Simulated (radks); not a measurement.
Kinetic energies: the exact non-interacting value of the Kohn-Sham orbitals and orbital-free approximations, in hartree. Species: C2+ [He] 2s2; Nd31+ [Ar] 3d10 4s1. All-electron calculation, non-relativistic Kohn-Sham, exchange-only B88, spin-polarised, spherical densities, point nucleus. Program: a radial shooting solver on a logarithmic mesh with Libxc functionals. Every spin shell is full or empty, so the densities are truly spherical. Functionals are evaluated on that one density, not self-consistently.

| functional | C2+ | Nd31+ |
|---|---|---|
| exact | 36.3996 | 8774.04 |
| Thomas-Fermi | 32.583 | 8323.2 |
| von Weizsacker | 33.010 | 3670.8 |
| TF + vW | 65.592 | 11994 |
| TF + vW/9 | 36.250 | 8731.1 |
| TF + vW/5 | 39.184 | 9057.4 |
| LC94 | 36.256 | 8794.4 |
| APBEK | 36.265 | 8798.5 |
| revAPBEK | 36.552 | 8814.7 |
| Perdew 92 | 36.258 | 8731.9 |
| Thakkar | 36.332 | 8737.7 |
| LKT | 55.260 | 10499 |
